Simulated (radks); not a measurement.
Ca12+, configuration 1s1.5 2s2 2p4 3p0.5 (fractional occupations, a model configuration).

Method: scalar-relativistic Kohn-Sham, r2SCAN, spin-polarised, spherical densities, finite nucleus; open shells are filled with parallel spins first; meta-GGA in the generalised Kohn-Sham scheme; Fermi nuclear charge, rms radius 3.4776 fm; computed with a radial shooting solver on a logarithmic mesh with Libxc functionals.

Energy parts (eV):
| part | energy |
|---|---|
| total | -14179.105 |
| kinetic | 14287.510 |
| electron-nucleus | -30806.247 |
| Hartree | 2949.914 |
| exchange-correlation | -610.282 |

Orbitals (lengths in bohr, moments of r in powers of bohr; r(90%) holds 90 % of the orbital's charge):
\begin{tabular}{lrrrrr}
orbital & occ. & eigenvalue (eV) & <r^4> & <r^2> & r(90%) \\ \hline
1s up & 1 & -4528.340 & 0.0001545 & 0.007761 & 0.136 \\
1s down & 0.5 & -4474.606 & 0.0001556 & 0.007783 & 0.136 \\
2s up & 1 & -808.9004 & 0.03059 & 0.1340 & 0.520 \\
2s down & 1 & -792.1037 & 0.03175 & 0.1365 & 0.525 \\
2p up & 3 & -743.2710 & 0.02222 & 0.1062 & 0.480 \\
2p down & 1 & -721.0313 & 0.02363 & 0.1096 & 0.488 \\
3p up & 0.5 & -276.7714 & 1.010 & 0.8188 & 1.25 \\
3p down & 0 & -260.4489 & 1.137 & 0.8624 & 1.28 \\
\end{tabular}

The highest occupied level is 3p up at -276.77 eV. The electron density at the nucleus is 4860 e/bohr^3 (large components only).
